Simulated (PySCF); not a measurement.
Electric field gradients and quadrupole coupling constants

Compound: C7H11PS.
Z-matrix (Å and degrees, GFN2-xTB geometry), rows numbered from 1:
```
C 
C   1  1.5417
C   2  1.4984  1  108.11
C   3  1.3267  2  125.00  1    92.71
P   4  1.8021  3  120.66  2    -2.25
C   5  1.8343  4  105.64  3   137.11
S   5  1.9478  4  114.80  3   -96.51
C   5  1.8018  4  100.77  3    27.25
C   8  1.3267  5  120.67  4   -27.28
H   1  1.0881  2  109.30  3   -62.18
H   1  1.0872  2  110.37  3    57.60
H   1  1.0872  2  110.40  3   178.08
H   2  1.0962  1  108.11  3  -117.52
H   3  1.0837  2  115.06  1   -85.09
H   4  1.0825  3  122.10  2  -176.43
H   6  1.0900  5  108.18  4    67.40
H   6  1.0900  5  108.29  4  -175.10
H   6  1.0880  5  111.07  4   -53.81
H   8  1.0824  5  117.05  4   158.38
H   9  1.0836  2  115.03  1    85.19
```

Field gradients from the PBE0/pcSseg-1 density (PySCF, non-relativistic), principal values in atomic units, ordered |Vxx| ≤ |Vyy| ≤ |Vzz|:

| atom | Vxx | Vyy | Vzz |
| --- | --- | --- | --- |
| S7 | -1.0684 | -1.2360 | 2.3044 |

**Question.** Find the asymmetry η = (Vxx − Vyy)/Vzz and the couplings χ = eQV/h (234.96 MHz × Q in barn × V in au), with Q(33S) = −0.0678 b.

**Answer.** 
```
atom         environment  nucleus     η  χzz (MHz)  χxx (MHz)  χyy (MHz)
  S7  sulfur bonded to P      33S  0.07     -36.71      17.02      19.69
```

**Question.** What is Vzz at S7 in SI units (1 au = 9.71736 × 10²¹ V/m²)?

**Answer.** 2.3044 au = 22.393 × 10²¹ V/m².

**Question.** What couplings would deuterons (Q(2H) = 0.00286 b) have in place of the hydrogens, at this geometry?

**Answer.** 
```
atom  bonded to  bond length (Å)  Vzz (au)     η  χzz (kHz)
 H10         C1            1.088    0.2993  0.04        201
 H11         C1            1.087    0.3152  0.04        212
 H12         C1            1.087    0.3153  0.04        212
 H13         C2            1.096    0.2915  0.04        196
 H14         C3            1.084    0.3198  0.05        215
 H15         C4            1.083    0.3260  0.07        219
 H16         C6            1.090    0.3102  0.02        208
 H17         C6            1.090    0.3102  0.02        208
 H18         C6            1.088    0.3144  0.01        211
 H19         C8            1.082    0.3262  0.07        219
 H20         C9            1.084    0.3199  0.05        215
```

The structure is a single GFN2-xTB conformer in the gas phase; no vibrational or solvent corrections. GFN2-xTB bond lengths can be off by several hundredths of an ångström, more for odd bonds, and the gradients follow them. The small basis limits the accuracy of the gradients.
